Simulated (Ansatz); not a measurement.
Isolated molecules relaxed with PBE0-D4/def2-TZVP in Ansatz; ΔE leaves out vibrations. CBS: MP2 limit from def2 TZ/QZ plus the TZ coupled-cluster correction, frozen cores. This one scheme is used for every species. DFT in def2-TZVPP. B3LYP here is the variant with VWN-RPA as its local correlation; programs differ in this. For Ge outer-core shells are correlated without core-valence functions, which leaves a few kJ/mol of doubt a bond. Scalar relativity is left out up to krypton. One conformer a species, not always the lowest.

Consider the ligand exchange at a Ge–O bond: `C[O][GeH2][OH]` + CH₃SH → `C[S][GeH2][OH]` + CH₃OH.

`C[O][GeH2][OH]`:

Z-matrix (Å, degrees):
```
C
O 1 1.407
H 1 1.098 2 112.0
H 1 1.092 2 108.1 3 -118.9
H 1 1.099 2 112.4 3 122.1
Ge 2 1.776 1 119.4 3 -72.7
O 6 1.764 2 105.5 1 -162.4
H 6 1.545 2 107.2 1 -42.3
H 6 1.534 2 112.1 1 83.2
H 7 0.960 6 112.2 2 49.5
```

CH₃SH:

Z-matrix (Å, degrees):
```
C
S 1 1.806
H 1 1.089 2 111.5
H 1 1.089 2 111.5 3 -123.8
H 1 1.090 2 106.2 3 118.1
H 2 1.342 1 97.1 3 61.9
```

`C[S][GeH2][OH]`:

Z-matrix (Å, degrees):
```
C
S 1 1.815
H 1 1.090 2 111.6
H 1 1.090 2 111.3 3 -123.3
H 1 1.090 2 106.6 3 118.4
Ge 2 2.210 1 100.3 3 72.7
O 6 1.781 2 113.3 1 -84.7
H 6 1.529 2 108.7 1 160.3
H 6 1.543 2 107.4 1 35.8
H 7 0.960 6 113.1 2 56.7
```

CH₃OH:

Z-matrix (Å, degrees):
```
C
O 1 1.409
H 1 1.097 2 112.4
H 1 1.090 2 107.0 3 -118.5
H 1 1.097 2 112.4 3 123.0
H 2 0.959 1 108.5 3 -61.6
```

CCSD(T)/CBS gives -14.4 kJ/mol.

Task: Another level gave -10.6 kJ/mol. Which?
A. r2SCAN-D4/def2-TZVPP
B. PBE0-D4/def2-TZVPP
C. B3LYP/def2-TZVPP
D. HF/def2-TZVPP

Result: C. B3LYP -10.6, r2SCAN-D4 -15.4, PBE0-D4 -21.6, HF/def2-TZVPP -0.1 kJ/mol.

Largest T1 diagnostic among the species: 0.012.

In def2-TZVPP, CCSD(T) changes the Hartree–Fock value by −9.3 kJ/mol (the triples alone add −2.0 kJ/mol) and MP2 by −12.1 kJ/mol. The D4 term adds −3.5 kJ/mol with B3LYP and −1.9 kJ/mol with PBE0; it sums over pairs of atoms, weighted by their polarisabilities, and B3LYP, whose exchange is more repulsive, gets the larger term.
